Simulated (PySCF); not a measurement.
Computed shifts of a molecule C3H7ClSi, KT2/pcSseg-1 in PySCF, GIAO, gas phase, atoms alike by connectivity averaged where their shifts nearly agree, in ppm (number of nuclei): ²⁹Si: -73.2 (1). ¹³C: 128.1 (1), 125.4 (1), 14.6 (1). ¹H: 6.17 (1), 6.04 (1), 4.16 (3), 2.72 (1), 1.89 (1). References: ²⁹Si against TMS (σ = 361.9 ppm); ¹³C against TMS (σ = 185.1 ppm); ³⁵Cl against HCl (σ = 945.4 ppm); ¹H against TMS (σ = 31.47 ppm), references at their B3LYP-D3(BJ)/def2-TZVP geometries, non-relativistic (without spin–orbit terms, shifts of atoms bonded to Cl or Br come out too high). The structure is a stationary point at B3LYP-D3(BJ)/def2-SVP. Other conformers were not sampled.

Question: Identify the compound among the candidates.
A) C=C[Si@H](C)Cl
B) C/C=C/[SiH2]Cl
C) Cl[SiH]1CCC1
D) [SiH3]C/C=C\Cl

Answer: D, [SiH3]C/C=C\Cl
